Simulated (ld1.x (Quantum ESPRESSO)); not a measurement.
phosphorus, RRKJ: configuration errors across variants

```json
{
  "Element": "P",
  "Generator": "ld1.x (Quantum ESPRESSO) 7.5",
  "Type": "norm-conserving RRKJ (Kleinman–Bylander form)",
  "Functional": "revPBE",
  "Relativity": "scalar-relativistic",
  "Frozen core": "[Ne]",
  "Valence charge": "5",
  "Reference configuration": "3s1.5 3p3.5",
  "Partial waves": "3p (bound): rc 1.65 bohr; 3s (bound): rc 1.75 bohr",
  "Local potential": "the s channel",
  "Core correction": "a·sin(br)/r model core, default radius (core density twice the valence density)",
  "rho0": "0.005"
}
```

All-electron excitation energies from the reference (eV): (1) 3s2 3p3 -4.248; (2) 3s2 3p2 5.460; (3) 3s2 3p1 24.585; (4) 3s0 3p5 12.935; (5) 3s1 3p4 4.281; (6) 3s2 3p0 54.285; (7) 3s1 3p0 106.179.

Errors AE − PS in meV (a dash: test not solved or not reliable):

```csv
change,(1),(2),(3),(4),(5),(6),(7),bound ghosts
base,-1.2,+0.9,+24,-13,-1.4,+96,+223,none
"all radii but the core radius scaled by about 0.75 (s 1.30, p 1.24 bohr)",+0.5,+2.3,+18,+4.2,+0.4,+52,+124,none
"all radii but the core radius scaled by about 0.82 (s 1.44, p 1.34 bohr)",+0.4,+1.8,+16,+3.1,+0.2,+52,+133,none
"all radii but the core radius scaled by about 1.10 (s 1.92, p 1.82 bohr)",-2.4,+1.1,+34,-25,-2.7,+133,+275,none
"all radii but the core radius scaled by about 1.19 (s 2.08, p 1.96 bohr)",-4.1,+2.1,+50,-43,-4.6,+187,+328,none
"all radii but the core radius scaled by about 1.25 (s 2.18, p 2.06 bohr)",-4.6,+2.5,+55,-48,-5.1,+204,+342,none
"all radii but the core radius scaled by about 1.32 (s 2.32, p 2.18 bohr)",-6.4,+4.2,+75,-66,-6.9,+262,+386,none
"all radii but the core radius scaled by about 1.37 (s 2.40, p 2.26 bohr)",-6.9,+5.1,+82,-71,-7.5,+281,+393,none
```

(1) Give the same row for: all radii but the core radius scaled by about 0.88 (s 1.54, p 1.44 bohr).

Results:

(1) +0.1, +1.3, +17, -0.5, -0.1, +61, +159; bound ghosts: none.
